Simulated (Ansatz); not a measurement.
Si20AsH28⁻. Total charge -1; singlet. Geometry PBE-D4/def2-SVP.

Cartesian coordinates in Å:
```
As -1.866 2.712 3.208
Si -3.657 -0.182 0.367
Si -0.969 -1.037 4.015
Si 1.856 1.489 3.451
Si -0.428 1.299 0.375
Si 3.748 1.709 0.191
Si 1.745 -1.431 1.171
Si 1.821 1.734 -3.059
Si -2.238 -2.062 0.565
Si -3.578 -1.811 -2.869
Si 0.192 -1.497 -2.332
Si -1.989 1.556 -2.917
Si 3.945 -1.360 -2.007
Si -0.323 1.208 4.285
Si -3.763 0.353 -1.937
Si -0.371 -2.090 1.991
Si 1.763 0.915 1.172
Si -0.009 0.805 -1.903
Si 3.819 0.993 -2.049
Si 1.998 -2.254 -1.026
Si -1.736 -2.656 -1.665
H -1.931 3.594 4.490
H -0.733 3.594 2.650
H -3.498 0.946 1.345
H -5.047 -0.765 0.597
H -2.462 -1.181 4.227
H -0.312 -1.806 5.146
H 2.256 2.936 3.651
H 2.836 0.654 4.250
H -0.357 2.818 0.145
H 3.768 3.221 0.226
H 4.998 1.247 0.913
H 2.792 -2.086 2.048
H 1.803 3.245 -2.980
H 1.837 1.378 -4.532
H -3.121 -3.188 1.083
H -4.819 -2.641 -2.625
H -3.342 -1.782 -4.361
H 0.482 -1.782 -3.792
H -2.161 3.038 -2.665
H -2.077 1.355 -4.416
H 5.186 -1.775 -1.245
H 4.100 -1.906 -3.410
H -0.376 1.483 5.776
H -5.109 0.963 -2.269
H -0.246 -3.565 2.341
H 5.041 1.527 -2.771
H 2.086 -3.767 -1.031
H -1.550 -4.150 -1.819
```

The 6-31G sets use Cartesian d functions. Single mean-field runs in def2-SVP, def2-TZVP are fitted with def2-universal-jkfit.

(1) Estimate the orbital energies around the gap (eV) in Ansatz with HF/6-31G, PBE-D4/def2-SVP, PBE-D4/def2-TZVP, BLYP-D4/def2-SVP, PBE0-D4/def2-TZVP.

## Answers

(1) 
| orbital | HF/6-31G | PBE-D4/def2-SVP | PBE-D4/def2-TZVP | BLYP-D4/def2-SVP | PBE0-D4/def2-TZVP |
| --- | --- | --- | --- | --- | --- |
| HOMO−13 | -7.89 | -4.34 | -4.36 | -4.15 | -5.42 |
| HOMO−12 | -7.77 | -4.29 | -4.30 | -4.08 | -5.34 |
| HOMO−11 | -7.60 | -4.16 | -4.18 | -3.95 | -5.20 |
| HOMO−10 | -7.48 | -4.09 | -4.12 | -3.89 | -5.13 |
| HOMO−9 | -7.29 | -4.00 | -4.02 | -3.80 | -5.00 |
| HOMO−8 | -7.15 | -3.87 | -3.90 | -3.65 | -4.89 |
| HOMO−7 | -7.04 | -3.82 | -3.84 | -3.61 | -4.80 |
| HOMO−6 | -6.85 | -3.68 | -3.71 | -3.47 | -4.66 |
| HOMO−5 | -6.71 | -3.61 | -3.64 | -3.41 | -4.58 |
| HOMO−4 | -6.68 | -3.57 | -3.61 | -3.37 | -4.56 |
| HOMO−3 | -6.46 | -3.43 | -3.47 | -3.24 | -4.40 |
| HOMO−2 | -6.40 | -3.37 | -3.42 | -3.19 | -4.35 |
| HOMO−1 | -5.82 | -3.01 | -3.06 | -2.80 | -3.92 |
| HOMO | -4.32 | -1.92 | -2.04 | -1.71 | -2.77 |
| LUMO | 4.48 | 0.60 | 0.41 | 0.90 | 1.10 |
| LUMO+1 | 4.62 | 0.88 | 0.66 | 1.17 | 1.36 |
| LUMO+2 | 4.70 | 0.93 | 0.72 | 1.20 | 1.44 |
| LUMO+3 | 4.88 | 1.03 | 0.79 | 1.31 | 1.50 |
| LUMO+4 | 4.94 | 1.08 | 0.85 | 1.36 | 1.57 |
| LUMO+5 | 4.97 | 1.14 | 0.90 | 1.42 | 1.63 |
